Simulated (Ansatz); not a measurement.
Relaxation of C$_{3}$H$_{7}$NOSi (13 atoms, charge 0, multiplicity 1), to a largest force component of 0.015 eV/Å in at most 40 steps.

The calculation used Ansatz 0.2.0, RKS revPBE-D4/def2-SVP.

```xyz
13
Properties=species:S:1:pos:R:3
C 0.097 -2.026 -0.329
C 0.406 -0.699 -0.194
O 1.539 -0.196 0.083
Si 1.232 1.417 -0.078
C -0.480 0.567 -0.345
N -1.498 0.626 0.737
H 0.812 -2.764 -0.210
H -0.933 -2.229 -0.596
H 1.350 2.163 1.246
H 1.799 2.006 -1.256
H -0.917 0.747 -1.301
H -2.393 0.941 0.395
H -1.312 1.274 1.460
```

Q: Where does it end, and by what steps?

A: The run converged. After 16 steps the energy has fallen by 1.077 eV; H13 moved furthest, 0.78 Å.

```
step  energy less start (eV)  largest force component (eV/Å)  accepted
   0                  0.0000                           7.110       yes
   1                 -0.7395                           2.816       yes
   2                 -0.9237                           0.428       yes
   3                 -0.9720                           0.682       yes
   4                 -1.0037                           0.880       yes
   5                 -1.0365                           0.552       yes
   6                 -1.0340                           0.711        no
   7                 -1.0605                           0.080       yes
   8                 -1.0705                           0.104       yes
   9                 -1.0743                           0.138       yes
  10                 -0.9699                           2.871        no
  11                 -1.0757                           0.061       yes
  12                 -1.0755                           0.073        no
  13                 -1.0763                           0.036       yes
  14                 -1.0767                           0.022       yes
  15                 -1.0768                           0.021       yes
  16                 -1.0769                           0.012       yes
```

```xyz
13
Properties=species:S:1:pos:R:3
C 0.040 -1.949 -0.101
C 0.381 -0.667 -0.319
O 1.688 -0.176 -0.427
Si 1.203 1.468 -0.113
C -0.513 0.582 -0.387
N -1.688 0.543 0.453
H 0.805 -2.732 0.000
H -1.025 -2.207 -0.031
H 1.508 1.899 1.298
H 1.821 2.435 -1.086
H -0.824 0.749 -1.443
H -2.269 1.379 0.322
H -1.426 0.504 1.446
```

Whether the end is a true minimum wasn't checked by a vibrational analysis.

Time of the run: 41 s on 2 threads of Arm Neoverse V2, on a shared host, peak memory 0.16 GiB.
